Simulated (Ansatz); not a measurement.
An input meant for WN(NH2)3 (WN₄H₆) (charge 0, singlet; atoms displaced at random, 0.15 Å in each coordinate).

```yaml
crystal:
  periodic: [false, false, false]
  atoms:
    - {symbol: W, position_ang: [0.111899, -0.199873, 0.382398]}
    - {symbol: N, position_ang: [-0.009336, 0.066747, 2.260264]}
    - {symbol: N, position_ang: [1.608026, 0.143961, -0.233587]}
    - {symbol: H, position_ang: [2.667673, -0.044456, 0.572628]}
    - {symbol: H, position_ang: [2.098699, 0.163185, -1.294365]}
    - {symbol: N, position_ang: [-1.032423, 1.713584, -0.317796]}
    - {symbol: H, position_ang: [-0.887167, 2.191371, -0.883764]}
    - {symbol: H, position_ang: [-1.156293, 2.220487, 0.606988]}
    - {symbol: N, position_ang: [-1.095715, -1.785978, -0.208395]}
    - {symbol: H, position_ang: [-1.287712, -2.156464, 0.438100]}
    - {symbol: H, position_ang: [-1.206306, -1.972453, -0.837148]}
basis:
  gaussian: {orbitals: def2-SVP, fitting: {mean_field: def2-universal-jkfit}}
hamiltonian: {xc: {name: PBE-QIDH}}
accuracy: high
charge: 1
output: {forces: true}
```

```sh
$ ansatz run in.yaml --threads 4 --pin off --events-out ev --progress --plain --max-ram 3916MiB
```

Output, abridged:

```
Error: YAML parse error: error: line 19 column 1: unknown field `charge`, expected one of crystal, accuracy, basis, kpoints, hamiltonian, magnetization, projection, total_charge, correlation, batch, efield, external_charges, scf, relax, neb, saddle, md, ramp, phonons, dielectric, real_time, elastic, magnetic_configurations, gw, evaluate, workflow, output, checkpoint, execution
17 | hamiltonian: {xc: {name: PBE-QIDH}}
18 | accuracy: high
19 | charge: 1
20 | output: {forces: true}
```

In this input the input holds a key that doesn't belong there (the charge goes under total_charge). The program refused the input.
